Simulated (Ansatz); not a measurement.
Energy profile

The step: GeHF ([F][GeH]) + H₂ → GeH₂ + HF; bonds formed: Ge1–H4, F2–H3; bonds broken: Ge1–F2, H3–H4 (atoms numbered as in the saddle structure below).

| atom | x (Å) | y (Å) | z (Å) |
| --- | --- | --- | --- |
| Ge1 | -0.9578 | -0.1490 | 0.4533 |
| F2 | 0.4414 | -1.0605 | -0.7190 |
| H3 | 0.4051 | 0.1371 | -0.7892 |
| H4 | -0.0273 | 1.0121 | -0.5337 |
| H5 | 0.1386 | 0.0604 | 1.5885 |

Electronic energies by CCSD(T) at an estimated basis limit (MP2 extrapolated from triple and quadruple zeta, plus CCSD(T) − MP2 in triple zeta), on PBE0-D4/def2-TZVP structures; GeH₃F, closed shell; no counterpoise correction. Computed with Ansatz 0.2.0 (basis: def2-TZVPP and def2-QZVPP); correlated methods freeze the cores. Filled d shells of the heavier atoms are correlated. The def2 sets are not built for correlating such inner shells, so the correlated values are less sure here. Extrapolation: Hartree–Fock as exp(−7.88 √X), correlation as X^−2.97.

Q: Give the profile in eV, counted from the separated reactants. (An estimate is asked for; the value comes from the calculation.)

A: The calculation gives:
```tsv
point	eV
separated: GeHF (linked as [F][GeH]; Ge1, F2, H5; singlet) + H₂ (H3, H4; singlet)	0.000
start structure	-0.066
saddle	1.142
end structure	0.624
separated: GeH₂ (Ge1, H4, H5; singlet) + HF (F2, H3; singlet)	0.887
```

No T1 diagnostic of these runs exceeds 0.015. The restricted Hartree–Fock reference is unstable towards an unrestricted one at one or more of these structures.

For scale, one of the runs: CCSD(T)/def2-TZVPP, 121 basis functions, launched by `ansatz run in.yaml --threads 2 --pin off --events-out ev --progress --plain --max-ram 4352MiB`. The run took about 4 s on 2 CPU threads of an Intel Xeon 6975P-C (shared host).
